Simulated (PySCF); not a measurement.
Zr(Cl)2(OH) (Cl2HOZr), SMILES [OH][Zr]([Cl])[Cl] (connectivity only; charge and spin as stated), neutral, multiplicity 2. Atoms are numbered in the order given.

```xyz
5

Zr     0.0000     0.0000     0.2501
Cl     0.0000     2.0606    -0.8892
Cl     0.0000    -2.0606    -0.8892
O      0.0000     0.0000     2.1414
H      0.0000     0.0000     3.0995
```
Charge 0, spin multiplicity 2.

Geometry optimised at PBE0-D3(BJ)/def2-SVP. The multiplicity is an assumed one; other spin states were not compared. The isomer is the one that the SMILES or the coordinates give; other isomers of the formula were not compared. The def2 effective core potentials stand for the cores of Zr; spin–orbit coupling is left out. Other conformers were not sampled.

The numbers are results of r2SCAN/def2-TZVPD run with PySCF, not measurements.

Mulliken values depend strongly on the basis, most of all with diffuse functions as here. ESP charges are fitted to the potential on shells at 1.4 to 2.0 van der Waals radii. Atomic charges (e):

```csv
atom,Mulliken,ESP fit,Mulliken spin
Zr1,1.46,0.59,1.10
Cl2,-0.51,-0.22,-0.04
Cl3,-0.51,-0.22,-0.04
O4,-0.73,-0.56,-0.02
H5,0.29,0.41,0.00
```
